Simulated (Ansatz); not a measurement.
System: C₄H₇O, charge 0, multiplicity 2. It need not be the lowest isomer of its formula. 
Geometry from a B3LYP-D3(BJ)/def2-TZVP (Ansatz, an electronic-structure program) optimisation:
```
C
H 1 1.0921
H 1 1.0921 2 106.23
C 1 1.5254 2 110.25 3 119.44
H 4 1.0912 1 111.03 2 -58.48
H 4 1.0925 5 107.71 1 122.06
H 4 1.0925 5 107.71 6 115.88
C 1 1.5299 2 108.98 3 -117.27
H 8 1.0946 1 111.74 2 -63.41
H 8 1.0946 9 105.27 1 121.48
C 8 1.5122 9 106.39 10 112.65
O 11 1.1795 8 128.53 9 124.06
```
Charge 0, spin multiplicity 2.

Computed values are from Ansatz. Cores are frozen in the correlated levels unless marked. Open shells are spin-unrestricted. No spin-orbit coupling. No relativistic terms. CBS(X,Y): correlation extrapolated as X^-3; Hartree-Fock from the larger set. The bracket is a focal-point correction in the basis named.

What is the total energy at RI-MP2/CBS(cc-pVTZ,cc-pVQZ)+[CCSD(T)-MP2]/cc-pVTZ?

-231.5335 Eh.

What is the atomisation energy De at RI-MP2/CBS(cc-pVTZ,cc-pVQZ)+[CCSD(T)-MP2]/cc-pVTZ?

4893.9 kJ/mol.

What is the dipole moment at CCSD(T)/aug-cc-pVDZ?

2.57 D.

What is the T1 diagnostic at CCSD/cc-pVTZ?

0.016.
